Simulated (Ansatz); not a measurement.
A run for Ansatz (a quantum-chemistry and plane-wave program): R-BLYP/def2-TZVPP on Br2Mg (SMILES [Br][Mg][Br]).

Ansatz 0.2 input:
```yaml
crystal:
  periodic: [false, false, false]
  atoms:
    - {symbol: Mg, position_ang: [0.00000120, -0.00000035, 0.00000961]}
    - {symbol: Br, position_ang: [2.32682769, -0.00357680, 0.00814485]}
    - {symbol: Br, position_ang: [-2.32682889, 0.00357715, -0.00815446]}
basis:
  gaussian:
    orbitals: def2-TZVPP
hamiltonian:
  xc: {name: BLYP}
scf: {lower_state_search: off}
```

The log:

```
WARN ansatz: RAYON_NUM_THREADS=4 ignored (pool sized by the plan → 4); use --threads N
Functional definition: BLYP
these checks for a lower state are left out or cut short: stability, starts, cluster_reference, orbital_swaps, neighbouring_geometries, increment
integrals: 0.06 GiB planned
1040 factors; their error is unknown
mean field: 0.38 GiB planned
mean field evaluation 1: about -145541.2028 eV, gradient 2.2e1 eV
mean field evaluation 2: about -145537.9908 eV, gradient 4.0e1 eV
mean field evaluation 4: about -145542.8607 eV, gradient 1.0e0 eV
mean field evaluation 8: about -145542.8193 eV, gradient 1.1e-2 eV
mean field -145542.81931243 eV, -5348.5999572658 hartree, gradient 1.1e-6 eV, S^2 0.000000; 0 other end points of the search recorded, 0 dependent functions left out
reference -145542.81960198 eV, -5348.5999679063 hartree; 41, 41 occupied and 87, 87 virtual orbitals, 1040 factors
Total energy: -145542.81960198 eV, -5348.5999679063 hartree
Checks for a lower state left out: stability, starts, cluster_reference, orbital_swaps, neighbouring_geometries, increment
```

The run converged.

Cost: about 1.3 core-seconds (a rough figure).
